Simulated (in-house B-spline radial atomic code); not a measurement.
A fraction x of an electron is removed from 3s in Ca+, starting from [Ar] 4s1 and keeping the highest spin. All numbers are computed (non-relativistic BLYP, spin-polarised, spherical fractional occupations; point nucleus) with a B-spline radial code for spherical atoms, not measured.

```
   x  E(x) - E(0) (eV)  3s down level (eV)
   0            0.0000             -53.196
0.02            1.0669             -53.492
0.21           11.4987             -56.325
0.29           16.0529             -57.532
 0.4           22.4732             -59.203
 0.5           28.4700             -60.735
0.56                 ?                   ?
0.73           42.8479             -64.299
0.79           46.7340             -65.238
0.91                 ?                   ?
   1           60.7811                   -
```

Question: What belongs in the row x = 0.56?

Answer: An energy change of 32.1418 eV; 3s down at -61.659 eV.

Question: What belongs in the row x = 0.91?

Answer: An energy change of 54.6757 eV; 3s down at -67.126 eV.

Question: Check Janak's theorem between x = 0.02 and 0.21.

Answer: The slope of the energy is 54.90 eV; the orbital levels give 54.91 eV (-ε of the emptying orbital, averaged over the two points).
